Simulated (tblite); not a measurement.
Compound: C5H6NOP.
Bonds: C1–C2, C2–N3 (aromatic), N3–C4 (aromatic), C4–P5 (aromatic), P5–C6 (aromatic), C6–C7, C7–O8 (double), C2–C6 (aromatic). Hydrogens: H9, H10, H11 on C1; H12 on N3; H13 on C4; H14 on C7.

A start from a force field or distance geometry was refined with tblite, GFN2-xTB geometry optimisation, gas phase. Values at the start:

| coordinate | start |
| --- | --- |
| C1–C2 | 1.491 Å |
| C1–H9 | 1.095 Å |
| C2–N3 | 1.408 Å |
| C2–C6 | 1.398 Å |
| N3–C4 | 1.380 Å |
| N3–H12 | 1.007 Å |
| C4–P5 | 1.822 Å |
| C4–H13 | 1.079 Å |
| P5–C6 | 1.873 Å |
| C6–C7 | 1.454 Å |
| C7=O8 | 1.223 Å |
| C7–H14 | 1.100 Å |
| C1–C2–N3 | 118.4° |
| C2–N3–C4 | 111.8° |
| C2–C6–P5 | 114.2° |
| C2–C6–C7 | 126.7° |
| N3–C4–P5 | 117.4° |
| C4–P5–C6 | 83.7° |
| P5–C6–C7 | 119.0° |
| C6–C7–O8 | 123.9° |

How do these coordinates change at the GFN2-xTB level?

| coordinate | GFN2-xTB (Å or °) | change |
| --- | --- | --- |
| C4–P5 | 1.709 | -0.113 |
| P5–C6 | 1.780 | -0.093 |
| C2–N3 | 1.344 | -0.064 |
| N3–C4 | 1.362 | -0.018 |
| C7=O8 | 1.211 | -0.012 |
| C6–C7 | 1.443 | -0.011 |
| C7–H14 | 1.109 | +0.009 |
| C2–C6 | 1.389 | -0.009 |
| C1–C2 | 1.483 | -0.008 |
| C1–H9 | 1.089 | -0.006 |
| C4–H13 | 1.075 | -0.004 |
| N3–H12 | 1.011 | +0.004 |
| C4–P5–C6 | 88.1 | +4.4 |
| P5–C6–C7 | 123.3 | +4.3 |
| N3–C4–P5 | 113.6 | -3.8 |
| C1–C2–N3 | 121.6 | +3.2 |
| C2–N3–C4 | 114.9 | +3.1 |
| C2–C6–P5 | 111.9 | -2.3 |
| C6–C7–O8 | 126.0 | +2.1 |
| C2–C6–C7 | 124.8 | -1.9 |

The energy falls by 11.2 kcal/mol over 23 L-BFGS steps, the largest force on an atom goes from 4.36 to 0.009 eV/Å, and the atoms move by 0.058 Å rms after alignment. The bond that changes most is C4–P5 (ends: aromatic CH next to a ring nitrogen; phosphorus bonded to 2 C), which shortens by 0.113 Å. Bonds longer at the end by more than 0.005 Å: 1 of 14; shorter: 10. Rotational constants go from 2541, 1635, 1001 to 2778, 1667, 1048 MHz.

The run took 0.11 s on Arm Neoverse V2, one thread, on a shared host.

GFN2-xTB frequencies show an imaginary mode (45i cm⁻¹), so the point is no minimum at that level.

Conformer computed: `[CH3:1][c:2]1[nH:3][cH:4][p:5][c:6]1[CH:7]=[O:8]`: P5–C6–C7–O8 180°.
